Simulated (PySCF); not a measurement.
C₂H₅Cl₂GeN, SMILES C/C=[N]/[GeH]([Cl])[Cl]. Heavy atoms are numbered as in [CH3:1]/[CH:2]=[N:3]/[GeH:4]([Cl:5])[Cl:6]. Hydrogens are named by the atom that carries them.

Geometry: TPSSh-D3(BJ)/def2-SVP. The structure was generated by enumeration; whether it is a known compound was not checked. Other conformers were not sampled.

These are PBE0/pcSseg-1 (PySCF) values and carry that method's errors.

GIAO shieldings, no solvent; atoms alike by connectivity are averaged. δ = σ(ref) − σ: ¹³C against TMS (σ = 186.3 ppm); ¹⁵N against NH3 (σ = 267.4 ppm); ⁷³Ge against GeH4 (σ = 1658.3 ppm); ³⁵Cl against HCl (σ = 945.9 ppm); ¹H against TMS (σ = 31.56 ppm), references at their B3LYP-D3(BJ)/def2-TZVP geometries, non-relativistic (without spin–orbit terms, shifts of atoms bonded to Cl or Br come out too high).

```csv
atoms,nucleus,count,δ (ppm)
C2 (CH),¹³C,1,188.2
C1 (CH3),¹³C,1,(withheld)
N3,¹⁵N,1,401.6
Ge4 (GeH),⁷³Ge,1,(withheld)
Cl5,³⁵Cl,2,(withheld)
H on C2,¹H,1,(withheld)
H on Ge4,¹H,1,6.58
H on C1,¹H,3,2.61
```

**Question.** Complete the blanks. (Estimate from the structure and the level; the computed values follow.)

**Answer.** 
- Ge4 (GeH), δ (ppm): 417.8
- H on C2, δ (ppm): 8.82
- Cl5, δ (ppm): 92.6
- C1 (CH3), δ (ppm): 33.2
